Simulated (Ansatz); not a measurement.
AlClH$_{5}$NOSi (`N[SiH2][Al]([OH])[Cl]`), relaxed with RKS PBE0-D4/def2-TZVP in the Gaussian-basis code of Ansatz from a PBE-D4/def2-SVP geometry. The force threshold is 0.005 eV/Å; the program also tests the step.

Total charge 0; spin multiplicity 1.

Start:

```xyz
10

N    -1.595    1.015   -1.146
Si   -0.541    0.966    0.266
Al    0.962   -0.974    0.340
O     2.106   -1.192    1.603
Cl    0.867   -2.442   -1.213
H    -2.256    0.235   -1.231
H    -1.119    1.124   -2.047
H     0.273    2.235    0.271
H    -1.417    0.975    1.493
H     2.720   -1.941    1.664
```

Task: By how much does the energy fall, and how many steps does the optimiser take? (Estimate.)

Result: Ansatz gave: 0.05 eV, in 8 steps.

Task: Which bonds change most? (Estimate.)

Result: The calculation gave: N1–Si2 from 1.762 to 1.731 Å; Al3–O4 from 1.718 to 1.691 Å; Al3–Cl5 from 2.139 to 2.116 Å; Si2–H8 from 1.508 to 1.490 Å.

Task: Give the relaxed structure. (An estimate is asked.)

Result: The calculation gave: 
```xyz
10

N    -1.579    1.000   -1.135
Si   -0.537    0.950    0.247
Al    0.981   -0.979    0.349
O     2.098   -1.193    1.599
Cl    0.908   -2.446   -1.175
H    -2.283    0.283   -1.223
H    -1.158    1.169   -2.036
H     0.270    2.201    0.247
H    -1.398    0.948    1.463
H     2.699   -1.934    1.664
```
